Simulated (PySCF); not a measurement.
GeF₄, SMILES [F][Ge]([F])([F])[F].

Coordinates come from a TPSSh-D3(BJ)/def2-SVP optimisation. The isomer is the one that the SMILES or the coordinates give; other isomers of the formula were not compared.

Two levels are set side by side: PBE/def2-TZVP (PySCF) and CAM-B3LYP/def2-TZVP (PySCF). Same geometry, gas phase. Differences are taken from unrounded values.

```tsv
quantity	PBE
orbital gap (eV)	7.33
highest occupied level (eV)	-10.47
lowest empty level (eV)	-3.14
mean polarisability (bohr³)	25.9
```

Task: These are the PBE values. What does CAM-B3LYP give? (An estimate is asked for; the answer gives what the named calculation found.)

Result: 
```csv
quantity,CAM-B3LYP,PBE minus CAM-B3LYP
orbital gap (eV),13.28,-5.95
highest occupied level (eV),-14.28,3.81
lowest empty level (eV),-1.00,-2.15
mean polarisability (bohr³),24.0,1.9
```

Without exact exchange PBE keeps part of each electron's self-repulsion, which lifts occupied levels and narrows the gap. Loosely held outer electrons make PBE densities more polarisable. Differences between two approximate levels are no errors against the true value.

Rough cost on one machine, each run with all the roots and properties that it gave: CAM-B3LYP against PBE within a factor of 2.
